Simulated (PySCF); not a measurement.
BeF2 (SMILES [F][Be][F]), singlet, geometry from GFN2-xTB (such geometries of metal compounds can be far from the true shape); WB97X/def2-SVPD (PySCF).

Input for PySCF:
```python
from pyscf import gto, scf, dft

mol = gto.M(
    atom='''
Be    0.000000    0.000000    0.000000
F    -0.000000   -0.000000   -1.369539
F     0.000000    0.000000    1.369539
''',
    basis='def2-svpd',
    charge=0,
    spin=0,
    verbose=4,
)

mf = dft.RKS(mol)
mf.xc = 'wb97x'
mf.grids.atom_grid = (99, 590)
mf.grids.prune = None
mf.kernel()
```

The log (banner, timings and long lists left out):

```
PySCF version 2.14.0

[INPUT] verbose = 4
[INPUT] num. atoms = 3
[INPUT] num. electrons = 22
[INPUT] charge = 0
[INPUT] spin (= nelec alpha-beta = 2S) = 0
[INPUT] symmetry False subgroup None
[INPUT] Mole.unit = angstrom
[INPUT] Symbol           X                Y                Z      unit          X                Y                Z       unit  Magmom
[INPUT]  1 Be     0.000000000000   0.000000000000   0.000000000000 AA    0.000000000000   0.000000000000   0.000000000000 Bohr   0.0
[INPUT]  2 F      0.000000000000   0.000000000000  -1.369539000000 AA    0.000000000000   0.000000000000  -2.588053626911 Bohr   0.0
[INPUT]  3 F      0.000000000000   0.000000000000   1.369539000000 AA    0.000000000000   0.000000000000   2.588053626911 Bohr   0.0

nuclear repulsion = 43.4689601599516
number of shells = 24
number of NR pGTOs = 88
number of NR cGTOs = 58
basis = def2-svpd
ecp = {}

******** <class 'pyscf.dft.rks.RKS'> ********
method = RKS
initial guess = minao
damping factor = 0
level_shift factor = 0
DIIS = <class 'pyscf.scf.diis.CDIIS'>
diis_start_cycle = 1
diis_space = 8
diis_damp = 0
SCF conv_tol = 1e-09
SCF conv_tol_grad = None
SCF max_cycles = 50
direct_scf = True
direct_scf_tol = 1e-13
XC library pyscf.dft.libxc version 7.1.2
    S. Lehtola, C. Steigemann, M. J. T. Oliveira, and M. A. L. Marques,  SoftwareX 7, 1–5 (2018)
XC functionals = wb97x
    J.-D. Chai and M. Head-Gordon,  J. Chem. Phys. 128, 084106 (2008)
radial grids:
    Treutler-Ahlrichs [JCP 102, 346 (1995); DOI:10.1063/1.469408] (M4) radial grids

becke partition: Becke, JCP 88, 2547 (1988); DOI:10.1063/1.454033
pruning grids: None
grids dens level: 3
symmetrized grids: False
atomic radii adjust function: <function treutler_atomic_radii_adjust>
User specified grid scheme (99, 590)
small_rho_cutoff = 0
Set gradient conv threshold to 3.16228e-05
Initial guess from minao.
tot grids = 175232
init E= -214.330066376038
  HOMO = -0.614533873737936  LUMO = -0.0867867224696561  gap/eV = 14.36073
cycle= 1 E= -214.292528926982  delta_E= 0.0375  |g|= 0.712  |ddm|= 2.33
  HOMO = -0.415882132409934  LUMO = 0.0490589070229479  gap/eV = 12.65169
cycle= 2 E= -214.288250977895  delta_E= 0.00428  |g|= 0.824  |ddm|= 1.13
  HOMO = -0.537519174815583  LUMO = 0.0416572772113191  gap/eV = 15.76019
cycle= 3 E= -214.388851353238  delta_E= -0.101  |g|= 0.0316  |ddm|= 0.48
  HOMO = -0.533361410681667  LUMO = 0.0447631059972484  gap/eV = 15.73157
cycle= 4 E= -214.389258918587  delta_E= -0.000408  |g|= 0.00782  |ddm|= 0.0385
  HOMO = -0.534423267179155  LUMO = 0.0443124408305162  gap/eV = 15.74820
cycle= 5 E= -214.389293399561  delta_E= -3.45e-05  |g|= 0.0015  |ddm|= 0.0136
  HOMO = -0.534533763800624  LUMO = 0.0442009231200036  gap/eV = 15.74817
cycle= 6 E= -214.389295247953  delta_E= -1.85e-06  |g|= 0.000207  |ddm|= 0.00467
  HOMO = -0.534528419644702  LUMO = 0.0441990031274724  gap/eV = 15.74798
cycle= 7 E= -214.389295277745  delta_E= -2.98e-08  |g|= 2.04e-05  |ddm|= 0.000519
  HOMO = -0.534529975275144  LUMO = 0.0441999362173533  gap/eV = 15.74804
cycle= 8 E= -214.389295277911  delta_E= -1.66e-10  |g|= 2.85e-06  |ddm|= 3.85e-05
  HOMO = -0.534529502524015  LUMO = 0.0441998634724512  gap/eV = 15.74803
Extra cycle  E= -214.389295277913  delta_E= -2.27e-12  |g|= 2.14e-06  |ddm|= 5.55e-06
converged SCF energy = -214.389295277913
```
